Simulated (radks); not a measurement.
Results of a calculation; reference values are marked as such.
Question: Excited configurations of the praseodymium ion Pr+: one electron is placed in a higher orbital outside [Xe] 4f3. The ground configuration is [Xe] 4f3 6s1. Level of theory: scalar-relativistic Kohn-Sham, r2SCAN, spin-polarised, spherical densities, finite nucleus; open shells are filled with parallel spins first (spin-orbit coupling, left out, can overturn this in heavy ions); meta-GGA in the generalised Kohn-Sham scheme; Fermi nuclear charge, rms radius 4.8919 fm (a radial shooting solver on a logarithmic mesh with Libxc functionals). Excitation = E - E(ground); binding = E(ion) - E, where the ion is the core of charge +2; n* = 2/sqrt(2 binding) in atomic units, and the quantum defect is n - n*.

outer orbital  excitation (eV)  binding (eV)     n*  quantum defect  eigenvalue (eV)  <r> (bohr)
5f                       7.203         3.414  3.993           1.007           -2.436       8.931
6p                       2.942         7.675  2.663           3.337           -6.024       5.111
6d                       6.062         4.555  3.457           2.543           -3.435       7.781
6f                       8.346         2.271  4.895           1.105           -1.733       15.37
7p                       6.521         4.096  3.645           3.355           -3.275       9.885
7d                       7.842         2.775  4.428           2.572           -2.174       13.73
7f                       9.010         1.607  5.820           1.180           -1.263       23.25

Estimate the row for 5d.

Answer: excitation (eV) 0.918; binding (eV) 9.699; n* 2.369; quantum defect 2.631; eigenvalue (eV) -6.325; <r> (bohr) 2.981. The Delta-SCF ionisation energy is 10.617 eV (NIST Atomic Spectra Database: 10.63 eV, semi-empirical). Self-interaction in the functional shifts the binding energies and quantum defects, so they are the method's values and not measured ones. Open shells are spherical and high-spin; term and fine-structure splittings are not resolved. Spin-orbit splitting is averaged out at the scalar-relativistic level.
